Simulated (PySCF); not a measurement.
**Correlation energy of Zr (zirconium, neutral)**

[Kr] 4d4, high-spin 5D determinant (an excited configuration). All numbers are calculated (PySCF 2.14, the spin-free X2C one-electron Hamiltonian (Gaussian nucleus), in x2c-TZVPPall). Frozen: [Ar] 3d10; 12 electrons correlated.

```tsv
level	correlation energy (mhartree)
CCSD	-278.40
(T)	-8.98
CCSD(T)	-287.38
```

Diagnostics: T1 = 0.0073, D1 = 0.0191, largest double amplitude 0.034.

Cost of the coupled-cluster step: about 21 core-seconds, for 12 correlated electrons.

Iterations:

```
CC2 = 0
CCSD nocc = (np.int64(8), np.int64(4)), nmo = (65, 65)
frozen orbitals [[0, 1, 2, 3, 4, 5, 6, 7, 8, 9, 10, 11, 12, 13], [0, 1, 2, 3, 4, 5, 6, 7, 8, 9, 10, 11, 12, 13]]
max_cycle = 100
direct = 0
conv_tol = 1e-08
conv_tol_normt = 1e-06
diis_space = 8
diis_start_cycle = 0
Init t2, MP2 energy = -0.268635177914819
Init E_corr(UCCSD) = -0.268635177934253
cycle = 1  E_corr(UCCSD) = -0.273899041657498  dE = -0.00526386372  norm(t1,t2) = 0.0420912
cycle = 2  E_corr(UCCSD) = -0.27734967173566  dE = -0.00345063008  norm(t1,t2) = 0.0176882
cycle = 3  E_corr(UCCSD) = -0.27807114168389  dE = -0.000721469948  norm(t1,t2) = 0.0136211
cycle = 4  E_corr(UCCSD) = -0.278042971525412  dE = 2.81701585e-05  norm(t1,t2) = 0.0156557
cycle = 5  E_corr(UCCSD) = -0.278632709102308  dE = -0.000589737577  norm(t1,t2) = 0.0140398
cycle = 6  E_corr(UCCSD) = -0.278425758710997  dE = 0.000206950391  norm(t1,t2) = 0.00281403
cycle = 7  E_corr(UCCSD) = -0.278388440063397  dE = 3.73186476e-05  norm(t1,t2) = 0.000514223
cycle = 8  E_corr(UCCSD) = -0.278405942931993  dE = -1.75028686e-05  norm(t1,t2) = 0.000249501
cycle = 9  E_corr(UCCSD) = -0.278406198290881  dE = -2.55358888e-07  norm(t1,t2) = 9.15872e-05
cycle = 10  E_corr(UCCSD) = -0.278404131060477  dE = 2.0672304e-06  norm(t1,t2) = 2.07371e-05
cycle = 11  E_corr(UCCSD) = -0.278404492337047  dE = -3.61276571e-07  norm(t1,t2) = 5.84517e-06
cycle = 12  E_corr(UCCSD) = -0.278404567243766  dE = -7.49067183e-08  norm(t1,t2) = 2.34455e-06
cycle = 13  E_corr(UCCSD) = -0.278404593290451  dE = -2.60466854e-08  norm(t1,t2) = 9.90724e-07
cycle = 14  E_corr(UCCSD) = -0.278404570617137  dE = 2.26733144e-08  norm(t1,t2) = 3.09024e-07
cycle = 15  E_corr(UCCSD) = -0.27840456774482  dE = 2.87231633e-09  norm(t1,t2) = 1.22369e-07
UCCSD converged
E(UCCSD) = -3596.372396697591  E_corr = -0.2784045677448203
UCCSD(T) correction = -0.00897863848664598
```

This basis was not built for core-valence correlation, so the inner-shell part is incomplete.
